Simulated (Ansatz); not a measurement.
An input meant for the cluster TiS2 (charge 0, singlet).

```yaml
crystal:
  periodic: [false, false, false]
  atoms:
    - {symbol: Ti, position_ang: [-0.931204, 1.081950, -0.079222]}
    - {symbol: S, position_ang: [2.938694, 1.574272, -0.157349]}
    - {symbol: S, position_ang: [-2.007490, -2.656223, 0.236570]}
basis:
  gaussian: {orbitals: cc-pVTZ-DK}
hamiltonian: {xc: {name: RPBE}, pseudopotentials: {relativity: none}}
scf: {lower_state_search: light}
output: {forces: true}
```

```sh
$ ansatz run in.yaml --threads 4 --pin off --events-out ev --progress --plain --max-ram 3916MiB
```

It prints (some lines left out):

```
Functional definition: RPBE
1030 factors; their error is unknown
mean field evaluation 1: about -44666.3877 eV, gradient 9.1e1 eV
mean field evaluation 2: about -43346.8525 eV, gradient 6.5e2 eV
mean field evaluation 4: about -43478.0629 eV, gradient 6.1e2 eV
mean field evaluation 8: about -44715.2434 eV, gradient 8.9e0 eV
mean field evaluation 16: about -44715.5326 eV, gradient 4.7e-2 eV
mean field evaluation 32: about -44715.5008 eV, gradient 2.6e-6 eV
mean field evaluation 64: about -44715.4364 eV, gradient 1.2e-1 eV
mean field evaluation 96: about -44714.9004 eV, gradient 2.3e-3 eV
mean field evaluation 128: about -44715.0871 eV, gradient 3.2e0 eV
mean field evaluation 160: about -44714.7880 eV, gradient 2.8e0 eV
mean field evaluation 192: about -44715.0533 eV, gradient 2.0e0 eV
mean field evaluation 224: about -44715.4644 eV, gradient 5.5e-1 eV
mean field -44715.50079443 eV, -1643.2643449401 hartree, gradient 2.6e-6 eV, S^2 0.000000; 7 other end points of the search recorded, 0 dependent functions left out
reference -44715.50083876 eV, -1643.2643465693 hartree; 27, 27 occupied and 109, 109 virtual orbitals, 1030 factors
WARN: the results are in doubt because the basis set is contracted for relativity, which is off
Total energy: -44715.50083876 eV, -1643.2643465693 hartree
Atom 0 at    -0.931204     1.081950    -0.079222 Å, force     1.109315    -1.286516     0.094180 eV/Å
Atom 1 at     2.938694     1.574272    -0.157349 Å, force    -1.477103    -0.145043     0.026320 eV/Å
Atom 2 at    -2.007490    -2.656223     0.236570 Å, force     0.367789     1.431559    -0.120500 eV/Å
Dipole moment:    -1.027639     1.193685    -0.087400 e Å
In doubt: the basis set is contracted for relativity, which is off
```

In this input the coordinates are in bohr but typed as ångström. Self-consistency was reached. The result belongs to that input, not to the species as meant.

DK, ANO-RCC and x2c sets are all-electron and run with scalar relativity unless a key says otherwise. The program marks the result for the charge 0 singlet as doubtful (missing relativity).
